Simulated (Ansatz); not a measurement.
Mulliken charges of CH$_{5}$NOSeSi (`N[SiH]1OC[Se]1`) from r2SCAN/def2-TZVPP in Ansatz (PBE0-D4/def2-TZVP geometry).

```
atom   x (Å)   y (Å)   z (Å)  charge (e)
  N1  -1.096   0.838   1.413      -0.445
 Si2  -0.665  -0.228   0.180       0.570
  O3   0.897  -0.809   0.175      -0.398
  C4   1.374  -0.424  -1.096       0.093
 Se5  -0.141   0.641  -1.848      -0.232
  H6  -1.796   0.611   2.098       0.169
  H7  -0.650   1.725   1.572       0.169
  H8  -1.666  -1.317   0.251      -0.094
  H9   1.563  -1.291  -1.729       0.085
 H10   2.263   0.201  -1.013       0.083
```

Question: By hand: the dipole of these point charges (1 e Å = 4.8032 D).

Answer: Σ q r = (-0.024, 0.056, 0.097) e Å, of length 0.115 e Å = 0.55 D.

Question: How does the dipole of the full density compare? (Estimate.)

Answer: Ansatz gave: (-0.049, 0.128, 0.320) e Å, 1.67 D; the point charges give 0.33 times that, at 9° from its direction.

Point charges leave out the atoms' own dipoles, such as those of lone pairs, and Mulliken's split depends on the basis, so the two needn't agree.
